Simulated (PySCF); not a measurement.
Gas-phase reaction: AuH = Au + H. Level: M06-2X/def2-TZVP†; standard pressure 1 bar.

Computed with PySCF and rigid-rotor harmonic-oscillator thermochemistry at 1 bar. † marks an energy on the PBE0/def2-TZVP geometry and frequencies. Open shells (unrestricted): Au (multiplicity 2), H (multiplicity 2); the rest are closed-shell singlets. Au: scalar-relativistic def2 core potential, no spin-orbit coupling. The harmonic model lacks anharmonicity and excited electronic states, which grow with temperature; levels with a mode under 35 cm⁻¹ are left out.

```json
[
 {"T (K)": "600", "1000/T (1/K)": "1.6667", "log10 K": "-17.36"},
 {"T (K)": "800", "1000/T (1/K)": "1.2500", "log10 K": "?"},
 {"T (K)": "1000", "1000/T (1/K)": "1.0000", "log10 K": "-8.42"},
 {"T (K)": "1200", "1000/T (1/K)": "0.8333", "log10 K": "-6.16"},
 {"T (K)": "1400", "1000/T (1/K)": "0.7143", "log10 K": "-4.53"},
 {"T (K)": "1600", "1000/T (1/K)": "0.6250", "log10 K": "-3.31"}
]
```

**Question.** Fit log10 K = a + b·(1000/T) to the five rows, get the mean ΔH° and ΔS°, and predict log10 K at 800 K.

**Answer.** Means: 1000/T = 0.9679, log10 K = -7.956. Sums of products about the means: Sxy = -9.29010, Sxx = 0.689362, so b = Sxy/Sxx = -13.48 and a = -7.956 − (-13.48)×0.9679 = 5.09.
ΔH° = −R ln 10 × 1000 K × b = −19.145 × (-13.48) = 258 kJ; ΔS° = R ln 10 × a = 97 J/K. The run's own values go from 255 kJ and 93 J/K at 600 K to 263 kJ and 101 J/K at 1600 K.
Prediction at 800 K: 5.09 + (-13.48)×1.2500 = -11.76. The computed value is -11.79, 0.03 from the line.
For scale, ΔH°(298 K) is 251 kJ at this level, 275 kJ at ωB97M-V/def2-TZVP†, and runs from 148 to 466 kJ over the 18 levels computed.
